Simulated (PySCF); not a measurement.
# Cr²¹⁺ (chromium, charge +21) across methods

[He] 2s1, 2S determinant. All numbers are calculated (PySCF 2.14, no relativity, point nucleus, in an even-tempered Gaussian basis (17 s from 4.6 bohr⁻², ratio 2.2; 8 p from 7.2 bohr⁻², ratio 2.4; 6 d from 22 bohr⁻², ratio 2.4; 5 f from 33 bohr⁻², ratio 2.4; 4 g from 49 bohr⁻², ratio 2.4)).

```csv
method,E (hartree),mean ε 1s α (eV),mean ε 1s β (eV),mean ε 2s α (eV),Σ⟨r²⟩ (bohr²),⟨S²⟩
LDA,-621.883,-7143.1,-7136.4,-1668.9,0.09207,0.750
r2SCAN,-623.819,-7177.3,-7171.6,-1674.4,0.09196,0.750
PBE,-623.632,-7160.2,-7153.7,-1672.3,0.09190,0.750
B97-3,-623.795,-7201.9,-7194.6,-1681.8,0.09180,0.750
PBE0,-623.691,-7199.5,-7191.4,-1680.9,0.09191,0.750
UHF,-623.80885,-7316.6,-7303.4,-1706.1,0.09195,0.750
M06-L,-623.937,-7178.0,-7172.7,-1674.6,0.09177,0.750
```
